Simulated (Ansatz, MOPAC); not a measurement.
Potential energy curve for GeH, doublet.

- UCCSDT(Q) = Ansatz (a program for electronic structure) with CCSDT(Q) on UHF/aug-cc-pVTZ, cores with 3d frozen
- AM1, unrestricted, heats of formation (MOPAC)
- ROHF/aug-cc-pVTZ (Ansatz)
- FCI = full CI/aug-cc-pVTZ, cores with 3d frozen run with Ansatz

Energies relative to the lowest point of each curve between 1.31 and 1.91 Å, where full CI is lowest, in mEh:

| R / Å | UCCSDT(Q) | AM1 | ROHF |
|---|---|---|---|
| 1.09 | 151.7 | 68.9 | 149.1 |
| 1.17 | 93.1 | 42.5 | 90.6 |
| 1.31 | 33.4 | 13.8 | 31.5 |
| 1.37 | 19.2 | 6.8 | 17.6 |
| 1.42 | 10.9 | 3.0 | 9.6 |
| 1.49 | 3.8 | 0.3 | 2.9 |
| 1.52 | 2.0 | 0.0 | 1.3 |
| 1.78 | 5.6 | 14.0 | 7.5 |
| 2.19 | 37.7 | 62.2 | 46.0 |
| 3.31 | 97.9 | 109.6 | 128.0 |
| 3.78 | 103.7 | 111.2 | 128.0 |
| 5.14 | 106.0 | 111.9 | 128.1 |

Predict the corresponding FCI column.

1.09: 151.7; 1.17: 93.1; 1.31: 33.4; 1.37: 19.2; 1.42: 10.9; 1.49: 3.8; 1.52: 2.0; 1.78: 5.6; 2.19: 37.6; 3.31: 97.9; 3.78: 103.7; 5.14: 106.4 (mEh).

The unrestricted determinant behind UCCSDT(Q) is spin-contaminated at 1.09, 2.19 to 5.14 Å (<S²> up to 1.8, against 0.75 for a pure doublet).
